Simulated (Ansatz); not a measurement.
TeO, multiplicity 3 (the spin of the measured ground state), most abundant isotopes (15.9949 and 129.9062 u). Constants from fifth-degree fits in 1/R to seven points on the lowest solution found; no spin–orbit coupling, no relativity up to Kr; ω_e x_e and α_e move by some per cent with the fit.

Correlated levels freeze the inner cores; with def2 sets outer-core shells near the valence are correlated too. CBS: X⁻³ extrapolation of the correlation energy, Hartree–Fock from the larger set.

The values were computed with Ansatz (Gaussian orbitals). Each number belongs to the level named beside it. In def2 rows elements past Kr take small-core potentials, without spin–orbit coupling.

```tsv
level	r_e (Å)	ω_e (cm⁻¹)	ω_e x_e (cm⁻¹)	α_e (cm⁻¹)
PBE/def2-TZVPP	1.8439	783.2	3.41	0.00212
CCSD(T)/CBS(def2-TZVPP, def2-QZVPP)	1.8153	830.5	3.39	0.00213
```

D_e from total energies of the atoms and the molecule: 4.80 eV at PBE/def2-TZVPP.

Task: Derive the rotational constants, the centrifugal constant, the fundamental, the zero-point energy and the force constant, and test the Morse rule for the well depth.

Result: 
μ = 14.24142 u.
- PBE/def2-TZVPP: B_e = 16.8576/(μ r_e²) = 0.34814 cm⁻¹; B₀ = B_e − α_e/2 = 0.34708 cm⁻¹; D = 4B_e³/ω_e² = 2.75e-07 cm⁻¹; fundamental ω_e − 2ω_e x_e = 776 cm⁻¹; zero-point energy ω_e/2 − ω_e x_e/4 = 391 cm⁻¹; k = μ(2πcω_e)² = 515 N/m; a Morse well would hold ω_e²/(4ω_e x_e) = 5.57 eV against the computed D_e of 4.80 eV
- CCSD(T)/CBS(def2-TZVPP, def2-QZVPP): B_e = 16.8576/(μ r_e²) = 0.35922 cm⁻¹; B₀ = B_e − α_e/2 = 0.35816 cm⁻¹; D = 4B_e³/ω_e² = 2.69e-07 cm⁻¹; fundamental ω_e − 2ω_e x_e = 824 cm⁻¹; zero-point energy ω_e/2 − ω_e x_e/4 = 414 cm⁻¹; k = μ(2πcω_e)² = 579 N/m

Doubts at one or more of the structures used: other coupled-cluster roots lie near (CCSD(T)/CBS(def2-TZVPP, def2-QZVPP)).

Measured for the ground state: r_e 1.825 Å [Huber and Herzberg (1979), NIST Chemistry WebBook]; ω_e 797.11 cm⁻¹ [Huber and Herzberg (1979), NIST Chemistry WebBook].

Ansatz is a program for electronic structure.
